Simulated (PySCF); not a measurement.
C₃H₉Si, SMILES C[Si](C)C, multiplicity 2.

Geometry: r2SCAN-D4/def2-SVP.

Computed with TDA-M06-2X/def2-SVPD in PySCF.

Vertical excitations; the highest root listed may be one member of a degenerate set. The molecule is in vacuum.

Problem. List the lowest excited states. (The exact figures need the calculation; the answer reports its results.)

Solution. 
```
state    energy (eV)  λ (nm)      f                                                    main pairs
-------  -----------  ------  -----  ------------------------------------------------------------
root 1          4.65     266  0.009                                  β HOMO→LUMO (degenerate set)
root 2          4.65     266  0.009                                β HOMO−1→LUMO (degenerate set)
root 3          4.86     255  0.013                                              α HOMO→LUMO 92 %
root 4          5.23     237  0.078                                α HOMO→LUMO+2 (degenerate set)
root 5          5.23     237  0.078                                α HOMO→LUMO+1 (degenerate set)
root 6          6.01     206  0.152                                            α HOMO→LUMO+3 82 %
root 7          6.67     186  0.009  α HOMO→LUMO+6, α HOMO→LUMO+8, α HOMO→LUMO+1 (degenerate set)
root 8          6.67     186  0.009  α HOMO→LUMO+5, α HOMO→LUMO+7, α HOMO→LUMO+2 (degenerate set)
root 9          6.78     183  0.000                                            α HOMO→LUMO+4 87 %
root 10         6.79     182  0.002   α HOMO→LUMO+5 44 %, α HOMO→LUMO+7 43 %, α HOMO→LUMO+13 10 %
```
Unrestricted roots are not spin-pure.
